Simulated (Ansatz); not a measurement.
In₂As⁺ (the lowest singlet isomer of a short search) was relaxed with r2SCAN-D4 (def2-TZVP) in Ansatz in these states: charge +1 quintet, charge +1 triplet. The geometries follow in no particular order.

In the def2 sets In takes a core potential; there is no spin–orbit coupling.

A:

Cartesian coordinates in Å:
```
In 1.5008 1.4205 0.8304
In -1.5700 -1.5739 0.1330
As 0.0692 0.1534 -0.9634
```

B:

Cartesian coordinates in Å:
```
In 0.0637 -1.8026 -0.3654
In -1.1557 0.8958 1.1174
As 1.0921 0.9067 -0.7521
```

Judge from the bond lengths which geometry belongs to which state (an estimate).

A is the charge +1 triplet (In2–As3 2.622 Å, In1–As3 2.622 Å); B is the charge +1 quintet (In2–As3 2.924 Å, In1–As3 2.924 Å).

At PBE0-D4/def2-TZVP a triplet lies 1.20 eV below the charge +1 quintet. These are the stationary points nearest to one start from a short search; other shapes may lie lower in each state.
